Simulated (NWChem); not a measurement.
GeH₂OF₂; SMILES [OH][GeH]([F])[F]

```xyz
6

Ge    -0.2651     0.0117     0.0000
O      0.3916     1.6258     0.0000
F      0.3567    -0.8579     1.3538
F      0.3567    -0.8579    -1.3538
H     -1.7811     0.0396     0.0000
H      1.3556     1.6597     0.0000
```
Atoms are numbered in this order, from 1.

Level: PBE0/def2-SVP (NWChem), optimised geometry, unscaled harmonic frequencies. 

```csv
frequency (cm⁻¹),IR intensity (km/mol)
163,46.3
239,19.8
272,53.9
281,115.2
714,25.3
726,47.5
728,27.2
749,84.2
776,133.3
901,104.9
2285,42.7
3897,121.6
```

```yaml
zero_point_energy: 16.8 kcal/mol
thermal correction to the enthalpy at 298.15 K (with zero-point energy): 20.7 kcal/mol
heat capacity Cv: 17.3 cal/(mol K)
entropy at 298.15 K and 1 atm (symmetry number 1): 74.8 cal/(mol K)
dipole_moment: 1.20 D
```

Rigid rotor and harmonic oscillator.
